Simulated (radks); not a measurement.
Results of a calculation; reference values are marked as such.
Species: Sm23+. Configuration: [Kr] 4d2 4f1 (not the ground configuration). Level of theory: scalar-relativistic Kohn-Sham, PBEsol, spin-polarised, spherical densities, point nucleus; open shells are filled with parallel spins first (spin-orbit coupling, left out, can overturn this in heavy ions) (a radial shooting solver on a logarithmic mesh with Libxc functionals). Some entries of the table are withheld. Estimate them.

orbital,occ.,eigenvalue (hartree),r(max) (bohr),<1/r> (bohr^-1)
1s up,1,-1740.364,0.01449,68.80
1s down,1,-1740.363,0.01449,68.80
2s up,1,-305.8387,0.08216,15.94
2s down,1,-305.7830,0.08215,15.94
2p up,3,-275.6396,0.06635,14.95
2p down,3,-275.5953,0.06634,14.95
3s up,1,-86.09567,0.2330,5.866
3s down,1,-86.03142,0.2329,5.869
3p up,3,-76.65418,0.2281,5.535
3p down,3,-76.58719,0.2281,5.539
3d up,5,-64.01588,0.1864,5.261
3d down,5,-63.94236,0.1864,5.263
4s up,1,-34.56395,0.5201,2.656
4s down,1,-34.33394,0.5199,2.655
4p up,3,-31.19782,0.5358,2.500
4p down,3,-30.97087,0.5357,2.498
4d up,2,-26.53383,(1),2.315
4d down,0,-26.30999,(2),2.312
4f up,1,-21.49000,0.4819,2.066
4f down,0,-21.28065,0.4808,2.067

Answer. 
(1) 4d up r(max) (bohr): 0.5402
(2) 4d down r(max) (bohr): 0.5401
